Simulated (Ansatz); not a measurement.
One change: `BC(F)[SiH2]F` becomes `FC[SiH2]F`.

Ansatz, PBE0-D4/def2-TZVP geometries, multiplicity 1. Each molecule was computed in one conformer, which needn't be the lowest.

```json
{"property": "LUMO energy (B3LYP/def2-TZVPP) / eV", "`BC(F)[SiH2]F`": "-2.02"}
{"property": "HOMO–LUMO gap (ωB97M-V/def2-TZVPP) / eV", "`BC(F)[SiH2]F`": "11.09"}
{"property": "LUMO energy (PBE0/def2-TZVPP) / eV", "`BC(F)[SiH2]F`": "-1.79"}
{"property": "LUMO energy (PBE/def2-TZVPP) / eV", "`BC(F)[SiH2]F`": "-2.75"}
{"property": "size of the dipole moment (B3LYP/def2-TZVPP) / D", "`BC(F)[SiH2]F`": "0.33"}
{"property": "HOMO–LUMO gap (B3LYP/def2-TZVPP) / eV", "`BC(F)[SiH2]F`": "6.45"}
```

**Question.** What does the change do to each property? (Estimate.)

**Answer.** Computed: 
```csv
property,`FC[SiH2]F`,shift
LUMO energy (B3LYP/def2-TZVPP) / eV,-0.16,1.86
HOMO–LUMO gap (ωB97M-V/def2-TZVPP) / eV,12.99,1.90
LUMO energy (PBE0/def2-TZVPP) / eV,0.09,1.88
LUMO energy (PBE/def2-TZVPP) / eV,-0.81,1.94
size of the dipole moment (B3LYP/def2-TZVPP) / D,2.20,1.87
HOMO–LUMO gap (B3LYP/def2-TZVPP) / eV,8.49,2.04
```

With PBE0 the HOMO falls by 0.17 eV and the LUMO rises by 1.88 eV, so the gap widens by about 2.05 eV. PBE moves the HOMO by -0.06 eV and ωB97M-V by -0.21 eV. The zero-point energy changes by -27.1 kJ/mol with -6 modes. Dipoles are sizes alone; their direction can turn.

B3LYP here is the variant with VWN-RPA as its local correlation; programs differ in this.
